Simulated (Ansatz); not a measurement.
Au₄⁻. Total charge -1; doublet. Geometry relaxed at PBE0-D4/def2-SVPD.

Cartesian coordinates in Å:
```
Au 0.4880 1.2277 -0.1221
Au -1.9135 -3.2785 0.8922
Au 1.9274 3.2628 -0.9078
Au -0.5019 -1.2120 0.1377
```

In the def2 sets Au takes a core potential; there is no spin–orbit coupling. The relaxation made no stability test and no search for a lower SCF solution. The structure comes from a short search, and lower isomers may exist.

Problem. Estimate the harmonic wavenumbers at UKS PBE0-D4/def2-SVPD (Ansatz, unscaled). Is this a minimum?

Solution. 9, 12, 23, 82, 140, 172 cm⁻¹. Yes, no mode is imaginary beyond noise. Zero-point energy 2.6 kJ/mol. Hardware: 4 threads of Arm Neoverse V2 on a shared host. Wall time 78 s, peak host memory 0.67 GiB.
